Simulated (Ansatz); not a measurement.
Start from `CC1=C[SiH2]1` and change one atom or group to get `CCC1=C[SiH2]1`.

Ansatz, PBE0-D4/def2-TZVP geometries, multiplicity 1. Each molecule was computed in one conformer, which needn't be the lowest.

```tsv
property	`CC1=C[SiH2]1`
LUMO energy (B3LYP/def2-TZVPP) / eV	-0.11
HOMO–LUMO gap (B3LYP/def2-TZVPP) / eV	6.93
size of the dipole moment (PBE/def2-TZVPP) / D	1.05
HOMO–LUMO gap (PBE/def2-TZVPP) / eV	5.12
HOMO energy (PBE/def2-TZVPP) / eV	-6.10
size of the dipole moment (B3LYP/def2-TZVPP) / D	0.88
```

Question: Give the same properties after the change, and the shifts. (Estimate.)

Answer: The calculation gave: 
```json
{"property": "LUMO energy (B3LYP/def2-TZVPP) / eV", "`CCC1=C[SiH2]1`": "-0.07", "shift": "0.04"}
{"property": "HOMO–LUMO gap (B3LYP/def2-TZVPP) / eV", "`CCC1=C[SiH2]1`": "6.91", "shift": "-0.02"}
{"property": "size of the dipole moment (PBE/def2-TZVPP) / D", "`CCC1=C[SiH2]1`": "1.13", "shift": "0.08"}
{"property": "HOMO–LUMO gap (PBE/def2-TZVPP) / eV", "`CCC1=C[SiH2]1`": "5.12", "shift": "0.00"}
{"property": "HOMO energy (PBE/def2-TZVPP) / eV", "`CCC1=C[SiH2]1`": "-6.05", "shift": "0.05"}
{"property": "size of the dipole moment (B3LYP/def2-TZVPP) / D", "`CCC1=C[SiH2]1`": "0.95", "shift": "0.07"}
```

Dipoles are sizes alone; their direction can turn.

B3LYP here is the variant with VWN-RPA as its local correlation; programs differ in this.
